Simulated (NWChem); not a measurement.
**Atomisation of InO**

SMILES: [O]=[In]
```xyz
2

In     0.0000     0.0000     0.2729
O      0.0000     0.0000    -1.6713
```
Charge 0, spin multiplicity 2.

The numbers come from NWChem runs, not from measurements. Structure: optimised with UPBE/def2-SVP with def2 effective core potentials on In, a minimum by its harmonic frequencies.

Basis set: def2-TZVP. The atomisation energy is electronic alone: no zero-point, thermal, spin-orbit or counterpoise terms. No value is extrapolated to the basis-set limit. Free atoms are single determinants with multiplicities In 2, O 3.

Effective core potentials replace the inner electrons of In; spin-orbit coupling is left out. The structure started from a generated list of species. The unpaired electrons of the parent sit in orbitals of symmetry a1 (C2v labels of the run); other states weren't searched. No SCF solution was tested for a lower state.

Order these methods by the atomisation energy they give, lowest first: LDA (SVWN5), BLYP, BHandHLYP, PBE, PBE0.

BHandHLYP (68.2 kcal/mol), PBE0 (79.5 kcal/mol), BLYP (90.8 kcal/mol), PBE (93.4 kcal/mol), LDA (SVWN5) (111.9 kcal/mol)
